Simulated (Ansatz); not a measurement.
CH8AlGaSi can be A, `[CH3][AlH][SiH2][GaH2]`, or B, `C[SiH]([AlH2])[GaH2]`.

Computed with Ansatz on PBE0-D4/def2-TZVP structures; ΔE is electronic, products minus reactants. CBS: MP2 limit from def2 TZ/QZ plus the TZ coupled-cluster correction, frozen cores. Functionals use def2-TZVPP. B3LYP here is the variant with VWN-RPA as its local correlation; programs differ in this. For Ga outer-core shells are correlated without core-valence functions, which leaves a few kJ/mol of doubt a bond. Scalar relativity is left out up to krypton. One conformer a species, not always the lowest.

Which is lower in electronic energy at CCSD(T)/CBS, and by how much? (An estimate is asked.)

Computed: A, by 16.3 kJ/mol.

Give E(B) − E(A) in kJ/mol with HF/def2-TZVPP, MP2/def2-TZVPP, B3LYP-D4, PBE-D4, BLYP-D4, LDA (SPW92), PBE0-D4. (Best estimate.)

The calculation gave: HF/def2-TZVPP 15.3, MP2/def2-TZVPP 16.0, B3LYP-D4 15.9, PBE-D4 16.7, BLYP-D4 15.8, LDA (SPW92) 18.3, PBE0-D4 16.1. None reverses the order clearly.

Does the order hold for the free energy at 298.15 K (harmonic terms from PBE0-D4)? (An estimate is asked.)

Ansatz gave: Yes: G(B) − G(A) = +21.3 kJ/mol, for one conformer each. Modes under 60 cm⁻¹, often nearly free rotors, make the harmonic entropy too high.

Largest T1 diagnostic: 0.013.

The D4 term adds −3.6 kJ/mol with B3LYP and −1.9 kJ/mol with PBE0; it sums over pairs of atoms, weighted by their polarisabilities, and B3LYP, whose exchange is more repulsive, gets the larger term. Leaving LDA and LC-ωPBE aside and taking each functional with its dispersion term where it has one, the values, not all of them listed here, spread over 7.7 kJ/mol, from B97M-V to r2SCAN-D4.
